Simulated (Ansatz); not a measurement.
`C[SiH2][BH][ZnH]` + CH₃SH → `S[CH2][ZnH]` + `B[SiH2]C`  (formal exchange of groups at a Zn–B bond)

Calculated with Ansatz (gas phase, PBE0-D4/def2-TZVP geometries, no zero-point term in ΔE). CCSD(T)/CBS is the MP2 limit (def2-TZVPP, def2-QZVPP) plus CCSD(T) − MP2 in def2-TZVPP, frozen cores. This one scheme is used for every species. DFT in def2-TZVPP. B3LYP here is the variant with VWN-RPA as its local correlation; programs differ in this. For Zn outer-core shells are correlated without core-valence functions, which leaves a few kJ/mol of doubt a bond. Scalar relativity is left out up to krypton. One conformer a species, not always the lowest.

(1) Is it downhill or uphill in electronic energy at CCSD(T)/CBS, and by how much? (Estimate.)

(2) What do these levels give: PBE-D4, r2SCAN-D4, B3LYP-D4, ωB97X-V, ωB97M-V, B2PLYP, r2SCAN, HF/def2-TZVPP, MP2/def2-TZVPP, HF/def2-QZVPP, HF/CBS(def2), CCSD/CBS(def2)? (Best estimate.)

Largest T1 diagnostic among the species: 0.014.

Results:

(1) Computed: Uphill: ΔE = +0.06 eV.

(2) Computed: PBE-D4 0.13, r2SCAN-D4 0.09, B3LYP-D4 0.10, ωB97X-V 0.08, ωB97M-V 0.08, B2PLYP 0.06, r2SCAN 0.08, HF/def2-TZVPP 0.08, MP2/def2-TZVPP 0.00, HF/def2-QZVPP 0.07, HF/CBS(def2) 0.07, CCSD/CBS(def2) 0.07 eV.
